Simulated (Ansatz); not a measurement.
`F[SiH2][O][GeH3]` + `N[Si](O)(O)F` → `O[Si](O)(F)N[SiH2]F` + `[OH][GeH3]`  (ligand exchange at the Si–O bond)

Isolated molecules relaxed with PBE0-D4/def2-TZVP in Ansatz; ΔE leaves out vibrations. CCSD(T)/CBS adds triple-zeta CCSD(T) − MP2 to the extrapolated MP2 energy (def2 sets, frozen cores). DFT in def2-TZVPP. For Ge outer-core shells are correlated without core-valence functions, which leaves a few kJ/mol of doubt a bond. Scalar relativity is left out up to krypton. Each species was taken in one conformer, which may not be the lowest.

Is it downhill or uphill in electronic energy at CCSD(T)/CBS, and by how much? (Best estimate.)

Ansatz gave: Uphill: ΔE = +0.55 eV.

What do these levels give: ωB97X-V, PBE0, MP2/def2-TZVPP, SCS-MP2/def2-TZVPP, SCS-MP2/def2-QZVPP, HF/CBS(def2)? (Best estimate.)

Computed: ωB97X-V 0.54, PBE0 0.52, MP2/def2-TZVPP 0.56, SCS-MP2/def2-TZVPP 0.58, SCS-MP2/def2-QZVPP 0.58, HF/CBS(def2) 0.69 eV.

Largest T1 diagnostic among the species: 0.012.

The D4 term adds −0.04 eV with B3LYP and −0.02 eV with PBE0; it sums over pairs of atoms, weighted by their polarisabilities, and B3LYP, whose exchange is more repulsive, gets the larger term. In def2-TZVPP, CCSD(T) changes the Hartree–Fock value by −0.13 eV (the triples alone add −0.02 eV) and MP2 by −0.12 eV.

B3LYP here is the variant with VWN-RPA as its local correlation; programs differ in this.
